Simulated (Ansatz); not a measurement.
```yaml
crystal:
  periodic: [false, false, false]
  atoms:
    - {symbol: Li, position_ang: [0.186552, -1.675147, 0.500695]}
    - {symbol: Li, position_ang: [-1.043285, 0.566692, -1.291251]}
    - {symbol: Li, position_ang: [0.790499, 1.311425, 1.059993]}
    - {symbol: N, position_ang: [0.303654, -0.099184, -0.088116]}
basis:
  gaussian: {orbitals: x2c-TZVPPall}
total_charge: -1
magnetization: {spin_polarized: true, initial_magnetization: 1}
hamiltonian: {xc: {name: B97M-V}}
scf: {omitted_lower_state_checks: [starts]}
output: {forces: true}
```

```sh
$ ansatz run in.yaml --threads 4 --pin off --events-out ev --progress --plain --max-ram 3916MiB
```

Output, abridged:

```
Functional definition: B97M-V
  name "B97M-V"
  cite "Mardirossian & Head-Gordon, J. Chem. Phys. 142, 074111 (2015) doi:10.1063/1.4907719"
  cite "Becke, J. Chem. Phys. 107, 8554 (1997) doi:10.1063/1.475007"
  cite "Vydrov & Van Voorhis, J. Chem. Phys. 133, 244103 (2010) doi:10.1063/1.3521275"
  # Of w^i u^j: cxij and so on, Table III.
  parameter cx00 = 1.000
  parameter cx01 = 1.308
  parameter cx02 = 1.901
  parameter cx10 = 0.416
  parameter cx11 = 3.070
  parameter css00 = 1.000
  parameter css02 = -1.855
  parameter css10 = -5.668
  parameter css32 = -20.497
  parameter css42 = -20.364
  parameter cos00 = 1.000
  parameter cos01 = 1.573
  parameter cos03 = -6.298
  parameter cos10 = 2.535
  parameter cos32 = -6.427
  parameter b = 6.0
  parameter c = 0.01
  gx(w, u) = cx00 + cx01*u + cx02*u^2 + (cx10 + cx11*u)*w
  gss(w, u) = css00 + css02*u^2 + css10*w + (css32*w^3 + css42*w^4)*u^2
  gos(w, u) = cos00 + cos01*u + cos03*u^3 + cos10*w + cos32*w^3*u^2
  exchange = spin_sum(e_x_unif_s*gx(b97_w, b97_u_x))
  correlation = spin_sum(e_c_pw_mod_same_spin*gss(b97_w, b97_u_same))
      + integral(e_c_pw_mod_opposite_spin*gos(b97_w_opposite, b97_u_opposite)) + vv10(b, c)
these checks for a lower state are left out or cut short: starts
590 factors; their error is unknown
mean field evaluation 1: about -2099.4516 eV, gradient 3.2e1 eV
mean field evaluation 2: about -1975.5990 eV, gradient 7.4e1 eV
mean field evaluation 4: about -2096.5990 eV, gradient 3.4e1 eV
mean field evaluation 8: about -2105.7777 eV, gradient 1.0e-1 eV
mean field evaluation 16: about -2105.7780 eV, gradient 4.7e-5 eV
mean field -2105.77801465 eV, -77.3859146908 hartree, gradient 1.9e-5 eV, S^2 0.762408; 0 other end points of the search recorded, 0 dependent functions left out
the calculation of the forces begins
reference -2105.77806678 eV, -77.3859166067 hartree; 9, 8 occupied and 79, 80 virtual orbitals, 590 factors
Total energy: -2105.77806678 eV, -77.3859166067 hartree
Relativity: scalar
Atom 0 at     0.186552    -1.675147     0.500695 Å, force    -0.047666    -0.619574     0.228815 eV/Å
Atom 1 at    -1.043285     0.566692    -1.291251 Å, force     0.839213    -0.406489     0.754449 eV/Å
Atom 2 at     0.790499     1.311425     1.059993 Å, force    -0.267870    -0.747665    -0.620950 eV/Å
Atom 3 at     0.303654    -0.099184    -0.088116 Å, force    -0.523677     1.773729    -0.362314 eV/Å
Dipole moment:    -0.014945    -0.190471     0.100647 e Å
Checks for a lower state left out: starts
```

Hardware: 4 threads of AMD EPYC 7571 on a shared host. Wall time 15 s.

DK, ANO-RCC and x2c sets are all-electron and run with scalar relativity unless a key says otherwise. The highest occupied level of an anion often lies above zero with these methods, and sets without diffuse functions describe the outer electron poorly.

The dipole of an ion depends on the origin.
